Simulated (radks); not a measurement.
Results of a calculation; reference values are marked as such.
W27+, 47 electrons, occupied as [Kr] 4d10 4f1.

Level of theory: scalar-relativistic Kohn-Sham, SCAN, spin-polarised, spherical densities, finite nucleus; open shells are filled with parallel spins first (spin-orbit coupling, left out, can overturn this in heavy ions); meta-GGA in the generalised Kohn-Sham scheme; Fermi nuclear charge, rms radius 5.3658 fm (a radial shooting solver on a logarithmic mesh with Libxc functionals).

Energy parts (Ry):
part                       energy
total                 -31618.4519
kinetic                34900.5329
electron-nucleus      -74892.0044
Hartree                 8948.8734
exchange-correlation    -575.8537

Orbitals (lengths in bohr, moments of r in powers of bohr; <r^-3> diverges for s and p1/2; r(max) is where P^2 peaks):
| orbital | occ. | eigenvalue (Ry) | <r^-3> | <r> | r(max) | <r^2> |
|---|---|---|---|---|---|---|
| 1s down | 1 | -5179.115 | - | 0.01835 | 0.01146 | 0.0004631 |
| 1s up | 1 | -5179.115 | - | 0.01835 | 0.01146 | 0.0004631 |
| 2s up | 1 | -951.3553 | - | 0.07756 | 0.06563 | 0.007120 |
| 2s down | 1 | -951.3500 | - | 0.07756 | 0.06563 | 0.007120 |
| 2p up | 3 | -840.1159 | 19740 | 0.06946 | 0.05390 | 0.005897 |
| 2p down | 3 | -840.1120 | 19740 | 0.06946 | 0.05390 | 0.005897 |
| 3s up | 1 | -271.9997 | - | 0.2003 | 0.1849 | 0.04583 |
| 3s down | 1 | -271.8946 | - | 0.2002 | 0.1849 | 0.04580 |
| 3p up | 3 | -238.8120 | 4441 | 0.2004 | 0.1831 | 0.04655 |
| 3p down | 3 | -238.7028 | 4445 | 0.2004 | 0.1830 | 0.04652 |
| 3d up | 5 | -200.7074 | 567.2 | 0.1818 | 0.1495 | 0.03864 |
| 3d down | 5 | -200.6201 | 567.7 | 0.1817 | 0.1495 | 0.03860 |
| 4s up | 1 | -104.5783 | - | 0.4263 | 0.4096 | 0.2042 |
| 4s down | 1 | -104.4098 | - | 0.4265 | 0.4096 | 0.2044 |
| 4p up | 3 | -92.88012 | 1213 | 0.4440 | 0.4251 | 0.2229 |
| 4p down | 3 | -92.71841 | 1211 | 0.4443 | 0.4252 | 0.2231 |
| 4d up | 5 | -78.29219 | 145.9 | 0.4530 | 0.4260 | 0.2347 |
| 4d down | 5 | -78.12603 | 145.5 | 0.4534 | 0.4262 | 0.2350 |
| 4f up | 1 | -62.75292 | 32.68 | 0.4380 | 0.3698 | 0.2198 |

The highest occupied level is 4f up at -853.80 eV. The density falls to 0.001 e/bohr^3 at r = 1.26 bohr. Summed over all electrons, <r^2> = 5.123 bohr^2, which gives a Langevin (diamagnetic) susceptibility term of -4.06 x 10^-6 cm^3/mol.

Empty levels of this run are not shown, since the potential may be unsettled where no density lies.
